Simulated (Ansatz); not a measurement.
`BC(F)CN=C` → `C/C(BN)=C\F`  (isomerisation)

Gas-phase electronic energies from Ansatz, PBE0-D4/def2-TZVP geometries. CCSD(T)/CBS is the MP2 limit (def2-TZVPP, def2-QZVPP) plus CCSD(T) − MP2 in def2-TZVPP, frozen cores. DFT in def2-TZVPP. B3LYP here is the variant with VWN-RPA as its local correlation; programs differ in this. Each species was taken in one conformer, which may not be the lowest.

| level | ΔE (eV) |
| --- | --- |
| B3LYP-D4 | -2.83 |
| MP2/def2-QZVPP | -2.92 |

What does CCSD(T)/CBS give? (An estimate is asked.)

Computed: -2.82 eV. The listed levels differ from it by -0.01, -0.10 eV.

Largest T1 diagnostic among the species: 0.012.

In def2-TZVPP, CCSD(T) changes the Hartree–Fock value by −0.17 eV (the triples alone add −0.03 eV) and MP2 by −0.28 eV.
